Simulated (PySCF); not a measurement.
# Palladium: a sound run and one with changed settings

Sound run: Pd [Kr] 4d10, Pd⁺ [Kr] 4d9. All numbers are calculated (PySCF 2.14, a scalar-relativistic core potential, in cc-pVDZ-PP with ECP28MDF (4s4p3d1f, 38 functions)). The sound run starts from symmetry-adapted Hartree-Fock orbitals and uses a fine grid where one is needed.

Changed run: 14 angular points. This setting is unsound on purpose.

```csv
species,method,sound run (hartree),changed run (hartree),converged
Pd,UHF,-126.60716,-126.60716,yes
Pd,BP86,-127.54677,-127.54677,yes
Pd,LDA,-127.20822,-127.20822,yes
Pd⁺,UHF,-126.37625,-126.37625,yes
Pd⁺,BP86,-127.21992,-127.23957,yes
Pd⁺,LDA,-126.86992,-126.89435,yes
```

Ionisation energy of Pd:

| method | sound run (eV) | changed run (eV) |
| --- | --- | --- |
| UHF | 6.283 | 6.283 |
| BP86 | 8.894 | 8.359 |
| LDA | 9.206 | 8.541 |

A coarse angular grid integrates products of high-l functions wrongly, so density functionals can shift, and the SCF can exploit the error; Hartree-Fock and MP2 need no grid.

For comparison, NIST gives 8.337 eV between the lowest levels.
